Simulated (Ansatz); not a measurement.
C2H5BrSi (`C=C[SiH2]Br`). Total charge 0; spin multiplicity 1. Correlated methods include outer-core shells of Br, which these sets cover unevenly. Scalar relativity is left out up to krypton.

Z-matrix (Å, degrees):
```
Si
C 1 1.848
Br 1 2.229 2 110.1
H 1 1.482 2 112.1 3 117.9
H 1 1.482 2 109.5 3 -118.7
C 2 1.330 1 121.7 3 117.7
H 2 1.088 1 119.3 3 -62.5
H 6 1.087 2 121.7 1 -0.8
H 6 1.086 2 122.2 1 179.3
```

Question: Give the diagnostics of a CCSD(T)/def2-TZVPP run (frozen core, Ansatz 0.2.0). (An estimate is asked.)

Answer: The calculation gave: T1 = 0.0092, largest single amplitude 0.010, largest double 0.067, (T) share of the correlation energy 3.9 %, 9 CCSD cycles. The RHF solution is stable towards an unrestricted one. T1 lies under the customary mark of 0.02 for closed shells.
